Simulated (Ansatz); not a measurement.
```yaml
crystal:
  periodic: [false, false, false]
  atoms:
    - {symbol: Ca, position_ang: [-1.988240, 1.027120, 0.587997]}
    - {symbol: Ca, position_ang: [1.691696, 0.738769, 1.396065]}
    - {symbol: Ca, position_ang: [-0.225095, -2.294615, 0.207426]}
    - {symbol: Ca, position_ang: [0.521748, 0.528775, -2.191326]}
    - {symbol: Te, position_ang: [-2.083381, -0.909830, -1.718672]}
    - {symbol: Te, position_ang: [0.278040, 2.824944, -0.254957]}
    - {symbol: Te, position_ang: [-0.643085, -0.651303, 2.697904]}
    - {symbol: Te, position_ang: [2.448317, -1.263849, -0.724426]}
basis:
  gaussian: {orbitals: def2-TZVPD}
total_charge: -1
magnetization: {spin_polarized: true, initial_magnetization: 1}
hamiltonian: {xc: pbe0, dispersion: d4}
scf: {omitted_lower_state_checks: [starts]}
output: {orbitals: {seedname: orbitals}}
```

```sh
$ ansatz run in.yaml --threads 4 --pin off --events-out ev --progress --plain --max-ram 4787MiB
```

(1) Does this run fit into the memory that it is given?

## Answers

(1) No. It has 380 basis functions, and Ansatz plans for 8 GiB where 5 GiB are given.
